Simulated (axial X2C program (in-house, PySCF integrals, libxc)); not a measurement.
# KSr: from the spin-free to the two-component result

Computed with an axial X2C code built on PySCF integrals. Spin-free means the one-electron spin-free X2C Hamiltonian; two-component (2c) means X2C with spin–orbit coupling and atomic mean-field two-electron Coulomb and Gaunt terms, so the difference of the two also holds small scalar two-electron terms. Basis: Sr dyall-cv3z [13s12p8d5f1g], K dyall-cv3z [11s12p6d3f] (cores contracted in-house); Gaussian nuclei, density fitting, unrestricted open shells. Masses: Sr 87.906 u, K 38.964 u.

Spin-free state: M_S = 1/2, Λ = 0 (beyond evenly filled blocks: σα); fragments Sr + K.

| level | Re (Å) | ωe (cm⁻¹) | De (eV) | μ (D) |
| --- | --- | --- | --- | --- |
| PBE0 | 4.449 | 60.1 | 0.210 | 1.74 |
| MP2 | 4.535 | 46.5 | 0.032 | n/a |
| CCSD | 4.549 | 49.0 | 0.131 | n/a |
| CCSD(T) | 4.469 | 54.7 | 0.143 | n/a |
| BP86 | 4.448 | 57.6 | 0.185 | 1.17 |

Correlated methods: 11 electrons correlated (number of frozen shells: Sr 4 s, 3 p, 1 d; K 2 s, 1 p), 303 virtual spin orbitals or spinors in MP2, 90 natural virtuals in coupled cluster.

Dipoles are positive if K is the positive end.

Two-component determinant lowest at the distance of the search:

Ω = 1/2 (⟨Sz⟩ = 0.50, ⟨Lz⟩ = 0.00 at HF); fragments Sr + K.

```
  level  Re (Å)  ωe (cm⁻¹)  De (eV)  μ (D)
   PBE0   4.448       60.1    0.209   1.74
    MP2   4.535       46.6    0.032    n/a
   CCSD   4.548       49.2    0.128    n/a
CCSD(T)   4.468       54.8    0.140    n/a
   BP86   4.447       57.6    0.185   1.17
```

**Question.** From the two tables, how do the constants change at the CCSD(T) level (2c against spin-free)?

**Answer.** At the CCSD(T) level Re goes down by 0.001 Å and ωe doesn't move by more than 0.2 cm⁻¹; De changes by -0.003 eV.

One determinant describes the state; a PBE0 search over occupations chose it and may have missed a lower one. Dissociation energies refer to the lowest single-determinant-based atoms at the same level and basis. Density functionals use the spin component along the axis (collinear). CCSD and (T) use frozen natural virtuals with an MP2 correction for the truncation; (T) itself is uncorrected, so its De runs slightly low. The outer-core s and p shells of the metal are frozen in the correlated rows, which leaves out core–valence correlation; for alkali and alkaline-earth bonds that tends to lengthen them. The determinant is spin-polarised beyond a pure state at some levels (its spin-free form has ⟨S²⟩ too high), which makes Re and μ there less reliable. With the outer-core shells frozen, correlated bond lengths of heavy atoms tend to come out a few hundredths of an ångström too long.
